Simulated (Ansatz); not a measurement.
The cluster TlCl2⁻. Total charge -1; singlet. Geometry r2SCAN-D4/def2-TZVP, that of the neutral doublet.

Cartesian coordinates in Å:
```
Tl -0.675 -0.023 0.239
Cl 0.716 -1.999 0.759
Cl -0.041 2.021 -0.998
```

In the def2 sets Tl takes a core potential; there is no spin–orbit coupling. The structure comes from a short search, and lower isomers may exist.

Estimate the orbital energies around the gap (eV) in Ansatz with PBE-D4/def2-TZVPD, r2SCAN-D4/def2-TZVPD, PBE0-D4/def2-TZVPD.


| orbital | PBE-D4/def2-TZVPD | r2SCAN-D4/def2-TZVPD | PBE0-D4/def2-TZVPD |
| --- | --- | --- | --- |
| HOMO−5 | -3.12 | -3.41 | -4.45 |
| HOMO−4 | -2.54 | -2.84 | -3.85 |
| HOMO−3 | -2.48 | -2.78 | -3.80 |
| HOMO−2 | -2.30 | -2.60 | -3.60 |
| HOMO−1 | -2.25 | -2.55 | -3.56 |
| HOMO | -0.58 | -0.75 | -1.48 |
| LUMO | 2.31 | 2.56 | 2.90 |
| LUMO+1 | 2.90 | 3.34 | 3.36 |
| LUMO+2 | 2.99 | 3.57 | 3.45 |
| LUMO+3 | 3.28 | 3.87 | 3.71 |
| LUMO+4 | 4.25 | 4.86 | 4.63 |
| LUMO+5 | 4.38 | 5.11 | 4.79 |
